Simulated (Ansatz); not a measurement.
One change: `[NH2][In]([NH2])[OH]` becomes `NB(N)O`.

Ansatz, PBE0-D4/def2-TZVP geometries, multiplicity 1. Each molecule was computed in one conformer, which needn't be the lowest.

Elements past krypton have def2 core potentials.

```tsv
property	`[NH2][In]([NH2])[OH]`
HOMO energy (PBE0/def2-TZVPP) / eV	-7.07
HOMO–LUMO gap (PBE0/def2-TZVPP) / eV	6.02
HOMO–LUMO gap (PBE/def2-TZVPP) / eV	3.77
LUMO energy (PBE/def2-TZVPP) / eV	-1.91
HOMO–LUMO gap (ωB97M-V/def2-TZVPP) / eV	10.07
HOMO energy (B3LYP/def2-TZVPP) / eV	-6.83
```

**Question.** Give the same properties after the change, and the shifts. (Estimate.)

**Answer.** Ansatz gave: 
```tsv
property	`NB(N)O`	shift
HOMO energy (PBE0/def2-TZVPP) / eV	-6.82	0.25
HOMO–LUMO gap (PBE0/def2-TZVPP) / eV	7.52	1.50
HOMO–LUMO gap (PBE/def2-TZVPP) / eV	5.25	1.48
LUMO energy (PBE/def2-TZVPP) / eV	-0.11	1.80
HOMO–LUMO gap (ωB97M-V/def2-TZVPP) / eV	11.24	1.17
HOMO energy (B3LYP/def2-TZVPP) / eV	-6.57	0.26
```

With PBE0 the HOMO rises by 0.25 eV and the LUMO rises by 1.76 eV, so the gap widens by about 1.51 eV. PBE moves the HOMO by 0.32 eV and ωB97M-V by 0.22 eV.

B3LYP here is the variant with VWN-RPA as its local correlation; programs differ in this.
